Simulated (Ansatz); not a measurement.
Molecule: fluoro(trimethyl)silane, C3H9FSi, net charge 0, singlet state. SMILES: C[Si](C)(C)F
Geometry: optimised at B3LYP-D3(BJ)/def2-TZVP (Ansatz, a program for electronic structure).

Wanted: atomisation energy (electronic, to ground-state atoms); the coupled-cluster value holds the core correlation from cc-pwCVTZ, in kJ/mol. Correlated levels leave the core frozen unless marked. Open shells are spin-unrestricted. Spin-orbit coupling is left out. Non-relativistic. CBS(X,Y): correlation extrapolated as X^-3; Hartree-Fock from the larger set.

Level to compare with: CCSD(T)/CBS(cc-pV(T+d)Z,cc-pV(Q+d)Z) plus the core term (Ansatz), 5463.8 kJ/mol. It is a level with limits of its own, and the differences hold the functionals' basis error too.

### Question
Rank these functionals by how close they come to CCSD(T)/CBS(cc-pV(T+d)Z,cc-pV(Q+d)Z), closest first: PBE0/def2-TZVPD (Ansatz); BHLYP/def2-TZVPD (Ansatz); HSE06/def2-TZVPD (Ansatz); r2SCAN/def2-TZVPD (Ansatz).

### Answer
r2SCAN/def2-TZVPD (meta-GGA, 5437.8 kJ/mol, difference -26.0), HSE06/def2-TZVPD (screened hybrid, 5414.5 kJ/mol, difference -49.3), PBE0/def2-TZVPD (global hybrid, 5410.2 kJ/mol, difference -53.6), BHLYP/def2-TZVPD (global hybrid, 5296.3 kJ/mol, difference -167.5)
